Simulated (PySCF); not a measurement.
Si(H)(I)2(OMe) (CH4I2OSi), SMILES CO[SiH](I)I.

The structure is a stationary point at B3LYP-D3(BJ)/def2-SVP. The def2 effective core potentials stand for the cores of I; spin–orbit coupling is left out. Other conformers were not sampled.

Method: TDA-M06-2X/def2-SVPD run with PySCF.

Vertical excitations. Gas-phase values at a fixed geometry.

### Question
List the lowest excited states. (The exact figures need the calculation; the answer reports its results.)

### Answer

```
state  energy (eV)  λ (nm)      f                                                                    main pairs
-----  -----------  ------  -----  ----------------------------------------------------------------------------
S1            5.19     239  0.046                                                                HOMO→LUMO 87 %
S2            5.30     234  0.003                                                              HOMO−1→LUMO 83 %
S3            5.40     229  0.010                                                              HOMO−2→LUMO 84 %
S4            5.64     220  0.007                                                              HOMO−3→LUMO 84 %
S5            6.52     190  0.003                                             HOMO→LUMO+1 55 %, HOMO−4→LUMO 9 %
S6            6.67     186  0.016   HOMO−1→LUMO+1 31 %, HOMO−2→LUMO+1 20 %, HOMO−1→LUMO+2 10 %, HOMO→LUMO+2 7 %
S7            6.75     184  0.009     HOMO−1→LUMO+1 27 %, HOMO→LUMO+2 23 %, HOMO→LUMO+3 10 %, HOMO−2→LUMO+2 8 %
S8            6.85     181  0.017     HOMO→LUMO+2 22 %, HOMO−2→LUMO+1 20 %, HOMO→LUMO+3 16 %, HOMO−1→LUMO+2 9 %
S9            6.93     179  0.051                                                              HOMO−4→LUMO 63 %
S10           7.10     175  0.009  HOMO−3→LUMO+1 28 %, HOMO−2→LUMO+3 15 %, HOMO→LUMO+3 14 %, HOMO−2→LUMO+2 11 %
T1            4.72     262      0                                                                HOMO→LUMO 92 %
T2            4.94     251      0                                            HOMO−1→LUMO 68 %, HOMO−2→LUMO 20 %
T3            5.01     247      0                                            HOMO−2→LUMO 67 %, HOMO−1→LUMO 19 %
T4            5.24     236      0                                                              HOMO−3→LUMO 80 %
```
Triplets are in the Tamm–Dancoff approximation.
